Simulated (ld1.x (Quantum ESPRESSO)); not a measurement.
## Which change was made? (Tl, TM)

```json
{
 "Element": "thallium",
 "Generator": "ld1.x (Quantum ESPRESSO) 7.5",
 "Type": "norm-conserving Troullier–Martins (Kleinman–Bylander form)",
 "Functional": "PBE",
 "Relativity": "fully relativistic",
 "Frozen core": "[Xe] 4f14 5d10",
 "Valence charge": "3",
 "Reference configuration": "6s2 6p1",
 "Partial waves": "6p (bound): rc 2.85 bohr; 6s (bound): rc 2.15 bohr",
 "Local potential": "the s channel",
 "Core correction": "Bessel-smoothed model core inside 1.20 bohr"
}
```

Open shells are filled in proportion to 2j + 1 (rel_dist='average').

Cutoffs, loose and tight: the cutoffs (Ry, on a coarse ladder) from which the occupation-weighted sum of valence levels, in a spherical-Bessel basis at the reference potential, stays within 10 and 1 mRy of its value at 400 Ry. They do not see the model core or the augmentation charge, which bear on the density cutoff. Test errors are all-electron minus pseudo excitation energies from the reference, over the configurations 6s2 6p0; 6s1 6p0; 6s2 6p0.5; 6s1 6p1; 6s0 6p3; 6s2 6p1.3; 6s1 6p2; variants that change the core or the reference have their own tests.

The base gives: outcome: generated; cutoff, loose: 18 Ry; cutoff, tight: 30 Ry; bound ghosts: none; largest test error (meV): -398.

Task: After one change the result is: outcome: generated; cutoff, loose: 35 Ry; cutoff, tight: 90 Ry; bound ghosts: none; largest test error (meV): -393. Which change was it?
A. all radii but the core radius scaled by about 0.74 (s 1.60, p 2.12 bohr)
B. all radii but the core radius scaled by about 0.84 (s 1.80, p 2.40 bohr)
C. all radii but the core radius scaled by about 1.40 (s 3.00, p 3.98 bohr)

Result: A. The others give: all radii but the core radius scaled by about 1.40 (s 3.00, p 3.98 bohr) → outcome: generated; cutoff, loose: 8 Ry; cutoff, tight: 18 Ry; bound ghosts: none; largest test error (meV): -453 | all radii but the core radius scaled by about 0.84 (s 1.80, p 2.40 bohr) → outcome: generated; cutoff, loose: 25 Ry; cutoff, tight: 50 Ry; bound ghosts: none; largest test error (meV): -395.
